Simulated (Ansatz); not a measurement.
The same hydrogenolysis along the group F, Cl, Br.

Computed with Ansatz on PBE0-D4/def2-TZVP structures; ΔE is electronic, products minus reactants. CCSD(T)/CBS is the MP2 limit (def2-TZVPP, def2-QZVPP) plus CCSD(T) − MP2 in def2-TZVPP, frozen cores. This one scheme is used for every species. DFT in def2-TZVPP. For Br outer-core shells are correlated without core-valence functions, which leaves a few kJ/mol of doubt a bond. Scalar relativity is left out up to krypton. One conformer a species, not always the lowest.

```csv
reaction,RPA@PBE/def2-TZVPP (kJ/mol),PBE-D4 (kJ/mol),CCSD(T)/CBS(def2) (kJ/mol)
`OBCF` + H₂ → `CBO` + H–F,-118,-118,-131
`OBCCl` + H₂ → `CBO` + HCl,-79,-71,-79
`OBCBr` + H₂ → `CBO` + HBr,-72,-72,-75
```

Largest T1 diagnostic: 0.012, for `OBCF`.
